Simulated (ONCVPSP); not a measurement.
**Transferability test, ONCV potential for rhodium (Rh)**

Rh (Z = 45), optimised norm-conserving Vanderbilt (ONCV), made with ONCVPSP 4.0.1 (PBE, scalar-relativistic). Core [Ar] 3d10, reference 4s2 4p6 4d7 5s2. Waves: 4s+5s: rc 1.80 bohr, ncon 4, nbas 8, qcut 8.3 1/bohr, 2 projectors; 4p: rc 1.30 bohr, ncon 4, nbas 7, qcut 12.4 1/bohr, 1 projector; 4d: rc 1.90 bohr, ncon 4, nbas 9, qcut 9.6 1/bohr, 2 projectors, debl 0.9 Ha. Local part: polynomial inside 0.80 bohr (lpopt 5, dvloc0 4 Ha). Core correction: Teter function, fcfact 2, rcfact 1.75.

Energies are relative to the spin-unpolarised reference configuration 4s2 4p6 4d7 5s2; without spin polarisation the order of configurations can differ from experiment.

```tsv
valence configuration	charge	ΔE all-electron (eV)	error AE − PS (meV)
4s2 4p6 4d8 5s0	+1	4.982	-8.6
4s2 4p6 4d7 5s0	+2	24.493	-9.4
4s1 4p6 4d8 5s1	+1	86.565	-359
```

(1) What are ΔE and the potential's error for 4s2 4p6 4d8 5s1?

Levels in the configuration 4s2 4p6 4d8 5s0:

```csv
level,all-electron (eV),pseudo (eV)
4s,-90.186,-90.249
4p,-58.145,-58.162
4d,-13.583,-13.583
```

Note: no bound ghost flagged; GHOST(+) flagged for s at 68.7 eV.

Results:

(1) ΔE = -2.479 eV all-electron; the error (AE − PS) is -3.6 meV.
